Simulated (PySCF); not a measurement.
# Static response to an electric field

C7H4F2O.
Structure used (GFN2-xTB), in Å, numbered top down from 1:
```xyz
14
C7H4F2O angstrom
C      2.8601   -1.4009    2.7885
C      2.2402   -0.9592    1.8537
C      1.5465   -0.4758    0.7960
C      0.8869   -0.0596   -0.1333
C      0.2160    0.4242   -1.2645
C     -1.0653    0.7815   -1.3800
O     -2.0761    0.7766   -0.4511
C     -1.8489    0.3096    0.7986
F     -3.0437    0.1101    1.3743
F     -1.2118    1.2275    1.5655
H      3.3950   -1.7812    3.6059
H      0.8305    0.5212   -2.1507
H     -1.4603    1.1550   -2.3122
H     -1.2699   -0.6294    0.8473
```

Level: CAM-B3LYP/def2-SVPD (PySCF), static field, nuclei fixed, core orbitals frozen in the response. The polarisability tensor in these axes (au):

```
x   115.05 -25.86  38.43
y   -25.86  68.63 -26.04
z    38.43 -26.04 112.91
```

What are the eigenvalues, a third of the trace, and Δα (Δα² = ½Σ(αi − αj)² over the three pairs)?

Principal values 54.81, 75.55 and 166.22 au; mean 98.86 au = 14.65 Å³ = 16.30 × 10⁻⁴⁰ C²·m²/J; Δα = 102.62 au (104 % of the mean).

What is the dipole moment, and where does it point?

(1.32, -0.94, -1.83) D, 2.45 D in size, pointing from the negative to the positive side. Measured along this direction, the outermost atoms are F9 at the negative end and H12 at the positive end.

Sum over states: ᾱ = Σ f/ω², ω in Eh. What share falls to these 8 lowest TDDFT singlets (eV, f)? 4.31, 0.0059; 4.45, 0.1314; 4.47, 0.0065; 6.11, 0.7933; 6.47, 0.0393; 6.71, 0.0008; 6.89, 0.0161; 7.14, 0.0114.

They add up to 22.24 au, 22.5 % of the 98.86 au; the largest single term is 15.72 au, from the state at 6.11 eV. Terms in order: 0.24, 4.92, 0.24, 15.72, 0.70, 0.01, 0.25, 0.17 au. Higher excitations give the rest. The strengths listed sum to 1.005.

Refractivity n − 1 of an ideal gas of it at 500 K and 1 atm, from the electronic α?

N = p/kT = 1.4678 × 10¹⁹ cm⁻³, so n − 1 = 2π × N × 14.65 × 10⁻²⁴ cm³ = 1351 × 10⁻⁶ at long wavelengths.

How large is μ²/3kT at 298 K beside α?

In Gaussian units μ²/3kT = 48.56 Å³ against 14.65 Å³, a ratio of 3.31; the Debye molar polarisation (4π/3)N_A(α + μ²/3kT) is 159.4 cm³/mol, leaving out the vibrational part.

Directions of the eigenvectors, and the extent of the frame along each?

Largest value along (0.67, -0.35, 0.65), where the nuclei span 8.16 Å; middle along (-0.71, -0.03, 0.71), 5.24 Å; least along (0.23, 0.94, 0.27), 1.94 Å. The response follows the extents in order.

Geometry: GFN2-xTB, one conformer, isolated molecule.
